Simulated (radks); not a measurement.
The numbers below are computed, except where a source is named.
Ionisation of P, [Ne] 3s2 3p3, to P+, [Ne] 3s2 3p2, under several functionals. Scalar-relativistic Kohn-Sham, spin-polarised, spherical densities, finite nucleus; open shells are filled with parallel spins first; a radial shooting solver on a logarithmic mesh with Libxc functionals. The NIST Atomic Spectra Database gives 10.487 eV (measured). Rank these functionals by the error of their Delta-SCF ionisation energy: LDA (Slater exchange, Perdew-Zunger correlation); LDA (Slater exchange, VWN5 correlation); PBE; BP86; exchange-only B88; SOGGA; XLYP; AM05.

Answer. From best to worst: LDA (Slater exchange, Perdew-Zunger correlation) 10.488 eV (+0.001); AM05 10.455 eV (-0.032); LDA (Slater exchange, VWN5 correlation) 10.528 eV (+0.041); SOGGA 10.438 eV (-0.048); PBE 10.538 eV (+0.051); BP86 10.569 eV (+0.082); XLYP 10.252 eV (-0.234); exchange-only B88 9.893 eV (-0.594). Open shells are spherical and high-spin; term and fine-structure splittings are not resolved.
